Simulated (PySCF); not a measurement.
AlSe at r²SCANh

Computed with r²SCANh; basis Al pcseg-1, Se pcseg-1; no relativity; PySCF 2.14.

For AlSe, the state is ²Σ⁺ (doublet), unpaired electrons σ ↑, the bond length is 2.156 Å and the harmonic wavenumber is 499 cm⁻¹. The force constant is 2.96 mdyn/Å, the rotational constant Be is 0.1797 cm⁻¹ and the anharmonicity ωexe is 2.11 cm⁻¹. The vibration–rotation constant αe is 0.000892 cm⁻¹, the well depth De to Al + Se is 3.92 eV and the dissociation energy D0 is 3.89 eV. The bond order (Mayer) is 2.08 and the dipole moment (positive dipole means Al(−)Se(+)) is -3.66 D.

Spin–orbit coupling is left out. The state was picked by a PBE0 search and need not be the measured ground state.
